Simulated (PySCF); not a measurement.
## Correlation energy of Cr²⁰⁺ (chromium, charge +20)

Starting occupation: [He] 2s2. Computed with PySCF 2.14 in an even-tempered Gaussian basis (17 s from 1.2 bohr⁻², ratio 2.6; 12 p from 1.5 bohr⁻², ratio 2.6; 7 d from 1.5 bohr⁻², ratio 2.8; 4 f from 33 bohr⁻², ratio 2.8), with X2C-1e with screened-nucleus spin-orbit coupling, Gaussian nucleus. Frozen: nothing; 4 electrons correlated; the 34 highest virtual spinors left out.

MP2 pair energies summed by pair of shells (mhartree):

```
       pair   energy  share (%)
2s1/2-2s1/2  -152.49       72.4
1s1/2-1s1/2   -42.66       20.2
1s1/2-2s1/2   -15.55        7.4
```

Total MP2 correlation energy: -210.70 mhartree.

The virtual space was cut to 50 spinors, which keep -198.00 of the -210.70 mhartree of MP2 correlation.

| level | correlation energy (mhartree) |
| --- | --- |
| CCSD | -311.56 |
| (T) | -0.52 |
| CCSD(T) | -312.08 |

Diagnostics: T1 = 0.00094, largest double amplitude 0.141.

Q: Is a single reference adequate?

A: Mostly. T1 lies below 0.03, but a double amplitude of this size points to a near-degeneracy that CCSD handles and MP2 describes poorly.

The coupled-cluster values are those of the cut space; adding the MP2 remainder, -12.70 mhartree, estimates the full space.
